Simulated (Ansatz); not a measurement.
Saddle point of Si$_{2}$H$_{8}$SO, closed shell (Si₂H₆O ([OH][SiH2][SiH3]) + H₂S → SiH₄O ([OH][SiH3]) + SiH₄S ([SiH3][SH]); bonds formed: Si1–H6, Si2–S7; bonds broken: Si1–Si2, H6–S7), PBE0-D4/def2-TZVP structure:

```
atom    x (Å)    y (Å)    z (Å)
 Si1  -1.1386  -0.3835  -0.7513
 Si2   0.7765  -0.7613   0.9013
  H3  -0.6859  -1.3090  -1.8112
  H4  -2.1720  -0.9752   0.1284
  O5  -1.5940   1.0528  -1.3893
  H6   0.1184   0.5019   0.0895
  S7   1.1810   1.8554   0.7985
  H8   2.1755  -0.9373   0.4654
  H9   0.4296  -0.5577   2.3205
 H10   0.1171  -2.0866   0.5365
 H11  -1.1820   1.8373  -1.0069
 H12   1.9743   1.7631  -0.2814
```

Energies are electronic, without zero-point energy. Barriers and step energies count from the start structure reached by relaxing down the imaginary mode; all methods use the PBE0-D4 structures, on which another method's saddle can fall below an end. Computed with Ansatz 0.2.0 (basis: def2-TZVPP, with def2-QZVPP for the basis limit); correlated methods freeze the cores. B3LYP uses VWN-RPA correlation. Extrapolation: Hartree–Fock as exp(−7.88 √X), correlation as X^−2.97.

```csv
method,barrier (kcal/mol),step energy (kcal/mol)
SPW92,34.04,-6.72
PBE-D4,39.39,-7.62
BLYP-D4,43.59,-9.14
r2SCAN-D4,41.97,-10.37
B97M-V,46.46,-10.08
PBE0-D4,?,-9.21
B3LYP-D4,47.22,-10.24
r2SCAN0-D4,?,-11.25
BHLYP-D4,?,-12.02
CAM-B3LYP-D4,50.98,-10.79
wB97X-V,51.23,-11.03
wB97M-V,48.23,-12.35
B2PLYP,49.16,-11.73
PBE-QIDH,47.53,-11.65
RPA on PBE,50.97,-11.26
HF,65.48,-15.08
MP2,47.94,-13.44
CCSD,53.68,-11.80
CCSD(T),50.59,-11.35
```

(1) Fill in the withheld barriers. (To be estimated.)

No T1 diagnostic of these runs exceeds 0.015.

Results:

(1) Computed: r2SCAN0-D4 45.33; BHLYP-D4 52.55; PBE0-D4 44.08 kcal/mol. Each is the energy of the saddle less that of the start structure, by the same method.

For comparison, the barrier by CCSD(T) at an estimated basis limit (MP2 extrapolated from triple and quadruple zeta, plus CCSD(T) − MP2 in triple zeta) is 48.42 kcal/mol.

Labels in which every atom is bracketed show which atoms are joined, not bond orders.

For scale, one of the runs: CCSD(T)/def2-TZVPP, 269 basis functions, launched by `ansatz run in.yaml --threads 4 --pin off --events-out ev --progress --plain --max-ram 9574MiB`. Hardware: 4 CPU threads of an Arm Neoverse V2, shared host. Wall time 2.4 min; peak host memory 6.3 GiB.
